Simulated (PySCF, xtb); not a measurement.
C₂H₁₀N₂Si₂, SMILES N[Si@@H]1C[SiH2]CN1.

Geometry: PBE0-D3(BJ)/def2-SVP. The structure was generated by enumeration; whether it is a known compound was not checked. One conformer was computed; it need not be the lowest.

The numbers are results of PySCF with C-PCM-B3LYP/def2-SVP, not measurements.

The values are the electrostatic part of the solvation free energy, E(continuum) − E(gas) at the gas-phase geometry, in a cavity of scaled van der Waals radii (PySCF's table); cavitation and dispersion terms are not included. In vacuum the orbital gap is 7.35 eV. The dipole moment in vacuum is 1.02 D.

Computed values in water (ε = 78.36), n-hexane (ε = 1.88), benzene (ε = 2.27):
| solvent | ε | ΔG(elec) (kcal/mol) | dipole (D) | gap (eV) |
|---|---|---|---|---|
| water | 78.36 | -3.4 | 1.21 | 7.38 |
| n-hexane | 1.88 | -1.5 | 1.10 | 7.37 |
| benzene | 2.27 | -1.9 | 1.12 | 7.38 |

For comparison, GFN2-xTB/ALPB(water) (xtb, at the GFN2-xTB geometry, all terms of that model) gives -2.3 kcal/mol.
